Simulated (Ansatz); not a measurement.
`C[Si](C)(C)C#Cc1ccc(-c2ccc(-c3ccc(-c4ccc(C#C[Si](C)(C)C)[se]4)[se]3)[se]2)[se]1` with charge -1. Charge -1, multiplicity 2. Geometry PBE-D4/def2-SVP, that of the neutral singlet; atoms count from 1.

Cartesian coordinates in Å:
```
C 1.602 8.135 -8.150
Si 2.625 8.780 -6.696
C 4.465 8.454 -6.992
C 2.314 10.626 -6.430
C 2.102 7.886 -5.166
C 1.747 7.307 -4.129
C 1.346 6.644 -2.961
C 0.994 7.182 -1.721
C 0.628 6.250 -0.724
C 0.668 4.903 -1.099
C 0.349 3.761 -0.285
C -0.034 3.749 1.059
C -0.289 2.478 1.619
C -0.131 1.384 0.765
C -0.313 -0.011 1.040
C -0.140 -1.105 0.190
C -0.396 -2.375 0.753
C -0.794 -2.386 2.091
C -1.121 -3.506 2.927
C -1.513 -3.509 4.268
C -1.774 -4.776 4.840
C -1.604 -5.870 3.989
C -1.782 -7.235 4.255
C -1.933 -8.447 4.467
Si -2.154 -10.254 4.778
C -3.784 -10.808 3.993
C -0.700 -11.173 3.993
C -2.190 -10.537 6.646
Se -1.061 -5.281 2.265
Se -0.865 -0.609 2.756
Se 0.403 1.988 -0.953
Se 1.228 4.748 -2.900
H 0.519 8.301 -7.979
H 1.888 8.655 -9.089
H 1.762 7.047 -8.298
H 4.661 7.371 -7.130
H 4.814 8.985 -7.903
H 5.074 8.805 -6.134
H 1.240 10.822 -6.237
H 2.616 11.205 -7.326
H 2.893 11.004 -5.563
H 1.005 8.269 -1.554
H 0.327 6.559 0.287
H -0.125 4.676 1.642
H -0.594 2.348 2.668
H 0.181 -0.978 -0.855
H -0.291 -3.307 0.176
H -1.612 -2.574 4.841
H -2.090 -4.913 5.883
H -4.643 -10.266 4.436
H -3.784 -10.614 2.901
H -3.943 -11.895 4.149
H 0.262 -10.848 4.438
H -0.653 -10.983 2.902
H -0.801 -12.267 4.148
H -1.247 -10.196 7.117
H -2.320 -11.615 6.873
H -3.028 -9.984 7.115
```

Single mean-field runs in def2-SVP are fitted with def2-universal-jkfit.

**Question.** Estimate the Mulliken populations of the heavy atoms from the PBE0/def2-SVP orbitals of Ansatz.

**Answer.** 
| atom | charge (e) | spin (α − β) |
| --- | --- | --- |
| C1 | -0.32 | 0.00 |
| Si2 | 0.53 | 0.00 |
| C3 | -0.32 | 0.00 |
| C4 | -0.33 | 0.00 |
| C5 | -0.45 | 0.11 |
| C6 | 0.16 | -0.06 |
| C7 | -0.24 | 0.14 |
| C8 | 0.03 | -0.06 |
| C9 | -0.07 | 0.10 |
| C10 | -0.11 | -0.02 |
| C11 | -0.13 | 0.11 |
| C12 | -0.03 | -0.03 |
| C13 | -0.06 | 0.05 |
| C14 | -0.12 | 0.05 |
| C15 | -0.12 | 0.05 |
| C16 | -0.06 | 0.04 |
| C17 | -0.05 | -0.02 |
| C18 | -0.12 | 0.11 |
| C19 | -0.11 | -0.02 |
| C20 | -0.08 | 0.10 |
| C21 | 0.04 | -0.06 |
| C22 | -0.24 | 0.13 |
| C23 | 0.16 | -0.05 |
| C24 | -0.45 | 0.10 |
| Si25 | 0.52 | 0.00 |
| C26 | -0.32 | 0.00 |
| C27 | -0.32 | 0.00 |
| C28 | -0.32 | 0.00 |
| Se29 | 0.18 | 0.05 |
| Se30 | 0.14 | 0.06 |
| Se31 | 0.14 | 0.06 |
| Se32 | 0.19 | 0.04 |
Mulliken values depend strongly on the basis.

**Question.** Where does the spin sit?

**Answer.** Summed by element: C 0.79, Si 0.00, Se 0.21, H -0.01, of 1 unpaired in all. Largest on single atoms: C7 0.14, C22 0.13, C11 0.11.

**Question.** And the Mayer bond orders between heavy atoms (over 0.3)?

**Answer.** C1–Si2 1.01 (1.89 Å); Si2–C3 1.00 (1.89 Å); Si2–C4 1.01 (1.89 Å); Si2–C5 0.91 (1.85 Å); C5–C6 2.62 (1.24 Å); C6–C7 1.12 (1.40 Å); C7–C8 1.42 (1.40 Å); C7–Se32 1.02 (1.90 Å); C8–C9 1.34 (1.41 Å); C9–C10 1.42 (1.40 Å); C10–C11 1.26 (1.44 Å); C10–Se32 1.07 (1.89 Å); C11–C12 1.42 (1.40 Å); C11–Se31 1.05 (1.89 Å); C12–C13 1.37 (1.41 Å); C13–C14 1.38 (1.40 Å); C14–C15 1.31 (1.43 Å); C14–Se31 1.05 (1.90 Å); C15–C16 1.39 (1.40 Å); C15–Se30 1.05 (1.90 Å); C16–C17 1.38 (1.41 Å); C17–C18 1.40 (1.40 Å); C18–C19 1.28 (1.44 Å); C18–Se30 1.04 (1.90 Å); C19–C20 1.41 (1.40 Å); C19–Se29 1.07 (1.90 Å); C20–C21 1.33 (1.41 Å); C21–C22 1.44 (1.40 Å); C22–C23 1.12 (1.40 Å); C22–Se29 1.03 (1.90 Å); C23–C24 2.62 (1.24 Å); C24–Si25 0.91 (1.85 Å); Si25–C26 1.00 (1.89 Å); Si25–C27 1.01 (1.89 Å); Si25–C28 1.01 (1.89 Å).
